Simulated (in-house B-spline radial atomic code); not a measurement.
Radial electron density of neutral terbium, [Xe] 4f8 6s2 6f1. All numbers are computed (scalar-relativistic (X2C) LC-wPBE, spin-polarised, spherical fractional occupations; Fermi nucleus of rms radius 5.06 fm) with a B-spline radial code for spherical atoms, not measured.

Caution: exact exchange at fractional occupations of open shells leaves self-interaction of up to several eV.

One-electron X2C: radii and densities carry no picture-change correction, so inner-shell <1/r> comes out high (for 1s by about 2 % at Z = 33, 5 % at 54, 10 % at 75, 30 % at 118) and <r> low.

Columns: r (bohr), 4πr²n(r) (electrons per bohr), bar.

```
0.000537    2.771 #
0.000709    4.175 ##
0.000937     6.26 ##
 0.00124    9.323 ####
 0.00163     13.6 #####
 0.00216    19.77 ########
 0.00285    28.01 ###########
 0.00377    38.75 ###############
 0.00498    51.65 ####################
 0.00657    65.62 #########################
 0.00868    78.56 ##############################
  0.0115    87.14 #################################
  0.0151    88.31 ##################################
    0.02    82.55 ################################
  0.0264    76.43 #############################
  0.0349    80.46 ###############################
  0.0461    98.12 ######################################
  0.0609    114.6 ############################################
  0.0804      109 ##########################################
   0.106    89.92 ###################################
    0.14    90.43 ###################################
   0.185    102.5 #######################################
   0.245    80.32 ###############################
   0.323    46.97 ##################
   0.427    48.03 ##################
   0.564    50.01 ###################
   0.746    30.58 ############
   0.985     16.2 ######
     1.3    10.78 ####
    1.72    5.723 ##
    2.27     2.16 #
       3    1.037 
    3.96    0.609 
    5.23   0.2007 
    6.91  0.02995 
    9.13 0.008168 
    12.1  0.01291 
    15.9  0.01109 
      21 0.0006098 
    27.8 0.009701 
    36.7  0.02479 
    48.5  0.03059 
      64 0.006621 
    84.6 0.0003155 
     112 3.792e-06 
     148 2.218e-08
```

On this grid the curve has 6 maxima, near 0.0151, 0.0609, 0.185, 0.564, 12.1, 48.5 bohr.

The 4f down radial function P(r) = rR(r), positive near the nucleus:

```tsv
r (bohr)	P
0.0264	0.001174
0.0461	0.007892
0.0804	0.04451
0.14	0.1919
0.245	0.5703
0.427	1.012
0.746	0.9942
1.3	0.5767
2.27	0.2067
3.96	0.04369
6.91	0.003698
```
